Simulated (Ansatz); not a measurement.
Two isomers of C3H7BO: A = `CB1OC1C`, B = `CBC(C)=O`.

Computed with Ansatz on PBE0-D4/def2-TZVP structures; ΔE is electronic, products minus reactants. CCSD(T)/CBS adds triple-zeta CCSD(T) − MP2 to the extrapolated MP2 energy (def2 sets, frozen cores). Functionals use def2-TZVPP. B3LYP here is the variant with VWN-RPA as its local correlation; programs differ in this. One conformer a species, not always the lowest.

A:

Z-matrix (Å, degrees):
```
C
B 1 1.544
H 1 1.094 2 110.3
H 1 1.092 2 112.7 3 -121.8
H 1 1.094 2 110.1 3 116.7
O 2 1.335 1 138.6 3 123.2
C 2 1.517 1 157.9 3 -60.3
C 7 1.497 2 125.1 1 -81.6
H 7 1.089 2 119.9 1 89.1
H 8 1.094 7 111.6 2 -130.2
H 8 1.094 7 109.4 2 110.6
H 8 1.092 7 111.8 2 -8.8
```

B:

Z-matrix (Å, degrees):
```
C
B 1 1.556
H 1 1.091 2 115.0
H 1 1.101 2 106.2 3 118.7
H 1 1.093 2 112.6 3 -126.4
C 2 1.562 1 122.0 3 -7.9
H 2 1.199 1 121.2 3 166.5
O 6 1.223 2 105.0 1 88.1
C 6 1.490 2 131.9 1 -92.0
H 9 1.095 6 109.4 2 -58.2
H 9 1.095 6 109.5 2 58.3
H 9 1.091 6 111.0 2 -179.9
```

(1) Which isomer does CCSD(T)/CBS put lower? Give the gap. (Estimate.)

(2) Give E(B) − E(A) in kJ/mol with CCSD(T)/def2-TZVPP, PBE0-D4, B3LYP-D4, r2SCAN-D4, CCSD/def2-TZVPP, HF/def2-TZVPP, B3LYP. (Estimate.)

Largest T1 diagnostic: 0.017.

## Answers

(1) Ansatz gave: A, by 79.7 kJ/mol.

(2) The calculation gave: CCSD(T)/def2-TZVPP 78.6, PBE0-D4 82.9, B3LYP-D4 68.2, r2SCAN-D4 77.8, CCSD/def2-TZVPP 78.3, HF/def2-TZVPP 55.2, B3LYP 69.2. None reverses the order clearly.

In def2-TZVPP, CCSD(T) changes the Hartree–Fock value by +23.4 kJ/mol (the triples alone add +0.2 kJ/mol) and MP2 by +33.1 kJ/mol. From PBE to PBE0 (25 % exact exchange), in def2-TZVPP and without D4, E(B) − E(A) moves by +7.2 kJ/mol.
